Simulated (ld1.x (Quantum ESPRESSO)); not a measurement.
## La (Z = 57): variants of one TM potential

Base potential:

- Element: La
- Generator: ld1.x (Quantum ESPRESSO) 7.5
- Type: norm-conserving Troullier–Martins (Kleinman–Bylander form)
- Functional: LDA (PZ)
- Relativity: scalar-relativistic
- Frozen core: [Xe]
- Valence charge: 3
- Reference configuration: 4f0 5d1 6s2 6p0
- Partial waves: 6s (bound): rc 4.10 bohr; 6p (bound, empty): rc 4.05 bohr; 5d (bound): rc 2.35 bohr; 4f (bound, empty): rc 1.60 bohr
- Local potential: the f channel
- Core correction: Bessel-smoothed model core, default radius (core density twice the valence density)

All-electron outer shells of the reference configuration (LDA (PZ), scalar-relativistic, ld1.x):

```tsv
shell	level (eV)	outermost node (bohr)	outermost maximum (bohr)
5s	-39.06	0.77	1.41
5p	-22.48	0.83	1.58
4f	-4.58	–	0.75
6s	-3.82	1.86	3.74
5d	-3.21	0.95	2.24
6p	-1.41	2.20	4.93
```

Cutoffs, loose and tight: the cutoffs (Ry, on a coarse ladder) from which the occupation-weighted sum of valence levels, in a spherical-Bessel basis at the reference potential, stays within 10 and 1 mRy of its value at 400 Ry. They do not see the model core or the augmentation charge, which bear on the density cutoff. Test errors are all-electron minus pseudo excitation energies from the reference, over the configurations 4f0 5d1 6s1 6p0; 4f0 5d1 6s0 6p0; 4f0 5d1 6s1.5 6p0; 4f0 5d1 6s0 6p1; 4f1 5d0 6s1 6p0; 4f1 5d0 6s2 6p0; 4f0 5d2 6s0 6p0 (two spin-polarised tests are not counted in the largest error). A dash means not determined; rows that change the core or the reference have their own tests. The largest error is taken over the tests solved by every variant that gives reliable tests at all: 4f0 5d1 6s0 6p1; 4f0 5d1 6s1 6p0; 4f0 5d1 6s1.5 6p0; 4f0 5d2 6s0 6p0.

For the base: The cutoffs count occupied waves only; the empty 4f level needs 120 Ry at the loose tolerance.

A true bound ghost makes a file unfit for plane-wave use even where its test errors are small: the radial tests pick states by their node count and pass the ghost by. Where a test does run into it, the solver fails or the error is huge.

| change | outcome | cutoff, loose | cutoff, tight | bound ghosts | largest test error (meV) |
| --- | --- | --- | --- | --- | --- |
| base | generated | 10 Ry | 12 Ry | s, p, d | -76 |
| wave 6s (bound): rc 4.10 bohr becomes 6s (bound): rc 2.70 bohr | generated | 18 Ry | 35 Ry | p, s, d | -44 |
| wave 6s (bound): rc 4.10 bohr becomes 6s (bound): rc 3.20 bohr | generated | 10 Ry | 15 Ry | s, p, d | -64 |
| wave 6s (bound): rc 4.10 bohr becomes 6s (bound): rc 3.52 bohr | generated | 10 Ry | 12 Ry | s, p, d | -78 |
| wave 6s (bound): rc 4.10 bohr becomes 6s (bound): rc 3.86 bohr | generated | 10 Ry | 12 Ry | s, p, d | -80 |
| wave 6s (bound): rc 4.10 bohr becomes 6s (bound): rc 4.36 bohr | generated | 10 Ry | 12 Ry | s, p, d | -66 |
| wave 6s (bound): rc 4.10 bohr becomes 6s (bound): rc 4.80 bohr | generated | 10 Ry | 12 Ry | s, p, d | -51 |
| wave 6s (bound): rc 4.10 bohr becomes 6s (bound): rc 5.24 bohr | generated | 10 Ry | 12 Ry | s, p, d | -77 |
| wave 6s (bound): rc 4.10 bohr becomes 6s (bound): rc 5.76 bohr | generated | 10 Ry | 12 Ry | s, p, d | -138 |
| wave 6s (bound): rc 4.10 bohr becomes 6s (bound): rc 6.22 bohr | generated | 10 Ry | 12 Ry | s, p, d | -200 |

Reading the sweep of the s radius (base included, trends over the rows without a ghost): Bound ghosts are found at 2.7, 3.2, 3.52, 3.86, 4.1, 4.36, 4.8, 5.24, 5.76, 6.22 bohr. Every judged row has one, so this setting neither creates nor removes them.
